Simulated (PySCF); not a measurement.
SMILES Oc1ccccc1S (C₆H₆OS) (GFN2-xTB optimised geometry):

```
14

O     -1.362    -1.723     0.000
C     -0.703    -0.524     0.000
C     -1.380     0.685     0.000
C     -0.686     1.883     0.000
C      0.698     1.880     0.000
C      1.383     0.679     0.000
C      0.695    -0.524     0.000
S      1.598    -2.043     0.000
H     -2.313    -1.566    -0.002
H     -2.462     0.683     0.000
H     -1.231     2.815    -0.001
H      1.245     2.810     0.000
H      2.462     0.660     0.000
H      0.517    -2.815    -0.006
```

Calculation: PySCF 2.14.0 with PBE0/def2-TZVP.

### Question
What are the frontier orbital energies and the dipole moment?

### Answer
HOMO-2 -8.57 eV, HOMO-1 -7.03 eV, HOMO -6.10 eV, LUMO -0.36 eV, LUMO+1 0.06 eV; dipole moment 2.50 D.

Meta-Löwdin charges at PBE0/def2-TZVP: O1 -0.48, C2 0.20, C3 -0.18, C4 -0.13, C5 -0.14, C6 -0.13, C7 -0.10, S8 -0.03, H9 0.36, H10 0.12, H11 0.13, H12 0.13, H13 0.13, H14 0.12.
